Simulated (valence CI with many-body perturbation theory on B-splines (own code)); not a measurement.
**Energy levels of S III**

Calculated by relativistic CI+MBPT: four valence electrons over a frozen Dirac-Fock core [Ne], radial functions for each j: 11 s, 11 p, 10 d, 8 f, 5 g, 2 h, with the one-electron correlation potential Σ1 (screened to all orders), the two-electron term Σ2, the three-electron term Σ3, Breit, model QED; selected single and double excitations, second order for the rest, scaled by the run's own slope (own B-spline code, finite nucleus).

Against 54 measured levels this calculation errs by 72 cm⁻¹ on average and by 255 at most. These come from a selection out of NIST levels in Podobedova, Kelleher and Wiese, J. Phys. Chem. Ref. Data 38, 171 (2009). Levels without a partner in it may be off by more. Among the levels kept, up to 1700 cm⁻¹ of a level comes from second order outside the variational space, and about a tenth of that is noise between levels of different J, which matters for small intervals. 2 measured levels below the end of the list, from 164141 cm⁻¹ on, found no clear computed partner, and computed levels of the same name lie up to 1873 cm⁻¹ from them.

Levels 46 to 90 of 198, with energies above the lowest level, 3s2 3p2 3P_0. "Leading %" is the weight of the configuration and term that name the level; weights of strongly mixed levels are sums over their largest components and can fall short. Lifetimes count E1, E2, E3, M1 and M2 decay at the calculated energies, and are blank where another channel may lead or the interval is too uncertain; long ones can be off by a factor of two.

| No. | Configuration | Term | J | E (cm⁻¹) | Leading % | Second component | Lifetime |
| --- | --- | --- | --- | --- | --- | --- | --- |
| 46 | 3s 3p2 3d | 5F | 2 | 184374 | 96 |  |  |
| 47 | 3s 3p2 3d | 5F | 3 | 184527 | 96 |  |  |
| 48 | 3s 3p2 3d | 5F | 4 | 184734 | 96 |  |  |
| 49 | 3s 3p2 3d | 5F | 5 | 184993 | 96 |  |  |
| 50 | 3p4 | 1D | 2 | 189339 | 51 | 39 % 3s 3p2 3d 1D | 2.93 ns |
| 51 | 3s 3p2 3d | 5D | 0 | 190397 | 97 |  |  |
| 52 | 3s 3p2 3d | 5D | 1 | 190426 | 97 |  | 556 ns |
| 53 | 3s 3p2 3d | 5D | 2 | 190477 | 97 |  | 331 ns |
| 54 | 3s 3p2 3d | 5D | 3 | 190553 | 96 |  | 310 ns |
| 55 | 3s 3p2 3d | 5D | 4 | 190660 | 96 |  |  |
| 56 | 3s 3p2 3d | 3F | 2 | 197676 | 86 | 8 % 3s2 3d2 3F | 17.5 ns |
| 57 | 3s 3p2 3d | 3F | 3 | 197871 | 86 | 8 % 3s2 3d2 3F | 18.7 ns |
| 58 | 3s 3p2 3d | 3F | 4 | 198140 | 86 | 8 % 3s2 3d2 3F | 20.8 ns |
| 59 | 3s2 3p 4d | 3F° | 2 | 204563 | 57 | 34 % 3s2 3p 4d 1D° | 1.41 ns |
| 60 | 3s2 3p 4d | 3F° | 3 | 205055 | 89 |  | 1.76 ns |
| 61 | 3s2 3p 4d | 1D° | 2 | 205133 | 55 | 33 % 3s2 3p 4d 3F° | 1.20 ns |
| 62 | 3s2 3p 4d | 3F° | 4 | 205535 | 92 |  | 1.86 ns |
| 63 | 3s 3p2 3d | 5P | 3 | 206457 | 94 |  | 76.9 ps |
| 64 | 3s2 3p 4d | 3D° | 1 | 206525 | 88 |  | 748 ps |
| 65 | 3s2 3p 4d | 3D° | 2 | 206665 | 81 | 7 % 3s2 3p 4d 3P° | 776 ps |
| 66 | 3s 3p2 3d | 5P | 2 | 206667 | 93 |  | 76.4 ps |
| 67 | 3s 3p2 3d | 5P | 1 | 206800 | 93 |  | 76.0 ps |
| 68 | 3s2 3p 4d | 3D° | 3 | 206902 | 89 |  | 765 ps |
| 69 | 3s2 3p 4d | 3P° | 2 | 207874 | 83 | 8 % 3s2 3p 4d 3D° | 959 ps |
| 70 | 3s2 3p 4d | 3P° | 1 | 208071 | 87 |  | 900 ps |
| 71 | 3s2 3p 4d | 3P° | 0 | 208151 | 89 |  | 868 ps |
| 72 | 3s2 3p 5s | 3P° | 0 | 209548 | 89 |  | 856 ps |
| 73 | 3s2 3p 5s | 3P° | 1 | 209711 | 80 | 10 % 3s2 3p 5s 1P° | 757 ps |
| 74 | 3s2 3p 5s | 3P° | 2 | 210502 | 92 |  | 772 ps |
| 75 | 3s2 3p 5s | 1P° | 1 | 211077 | 81 | 10 % 3s2 3p 5s 3P° | 461 ps |
| 76 | 3s2 3p 4d | 1F° | 3 | 211212 | 90 |  | 498 ps |
| 77 | 3s2 3p 4d | 1P° | 1 | 212502 | 87 |  | 623 ps |
| 78 | 3s2 3p 4f | 3G | 3 | 214344 | 55 | 30 % 3s 3p2 3d 3G | 2.14 ns |
| 79 | 3s2 3p 4f | 3G | 4 | 214577 | 56 | 32 % 3s 3p2 3d 3G | 2.34 ns |
| 80 | 3s2 3p 4f | 3G | 5 | 214906 | 57 | 36 % 3s 3p2 3d 3G | 2.93 ns |
| 81 | 3s 3p2 4s | 5P | 1 | 215280 | 92 |  | 3.50 ns |
| 82 | 3s2 3p 4f | 1F | 3 | 215353 | 75 | 6 % 3s 3p2 3d 1F | 894 ps |
| 83 | 3s 3p2 4s | 5P | 2 | 215600 | 93 |  | 3.11 ns |
| 84 | 3s2 3p 4f | 3F | 2 | 215923 | 87 |  | 634 ps |
| 85 | 3s 3p2 4s | 5P | 3 | 216066 | 93 |  | 2.70 ns |
| 86 | 3s2 3p 4f | 3F | 3 | 216085 | 81 | 4 % 3s2 3p 4f 1F | 656 ps |
| 87 | 3s2 3p 4f | 3F | 4 | 216178 | 86 |  | 646 ps |
| 88 | 3s 3p2 3d | 1S | 0 | 217386 | 44 | 38 % 3p4 1S | 2.53 ns |
| 89 | 3s2 3p 4f | 1G | 4 | 217889 | 78 | 7 % 3s2 3d2 1G | 1.24 ns |
| 90 | 3s2 3p 5p | 3P | 0 | 217903 | 48 | 34 % 3s 3p2 4s 3P | 266 ps |

Names give the largest LS component (configuration and term), which can be under half, so a name can repeat, a term be missing and a line seem to break the LS rules; names also repeat where a configuration has a term twice.

Where two levels of one J and parity lie close, their mixing, g and order are uncertain.
